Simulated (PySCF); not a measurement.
Bonds (- single, = double, # triple, : aromatic): C1-Si2 1.882 Å, Si2-C3 1.881 Å, Si2-N4 1.734 Å, Si2-N5 1.734 Å. C1 carries H6, H7, H8; C3 carries H9, H10, H11; N4 carries H12, H13; N5 carries H14, H15.

Geometry: PBE0-D3(BJ)/def2-SVP; GIAO absolute shieldings from PySCF 2.14, gas phase, non-relativistic, averaged over equivalent atoms.

At B97-2/pcSseg-1 (142 basis functions, 12 s wall time on 1 thread of an Arm Neoverse V1, shared host):
| atoms | σ (ppm) |
| --- | --- |
| C1/C3 | 181.8 |
| Si2 | 365.7 |
| N4/N5 | 241.3 |
| H12/H13/H14/H15 | 31.35 |
| H6/H7/H8/H9/H10/H11 | 31.42 |

Estimate the result of repeating the calculation with OPBE/pcSseg-1.

Answers


```csv
atoms,σ at OPBE/pcSseg-1,change
C1/C3,183.4,+1.6
Si2,367.5,+1.8
N4/N5,241.3,+0.0
H12/H13/H14/H15,31.27,-0.08
H6/H7/H8/H9/H10/H11,31.27,-0.15
```

The largest change is at Si2 (silicon bonded to 2 C, 2 N). Cost: 142 basis functions, 19 s wall time on 1 thread of an Arm Neoverse V1, shared host.
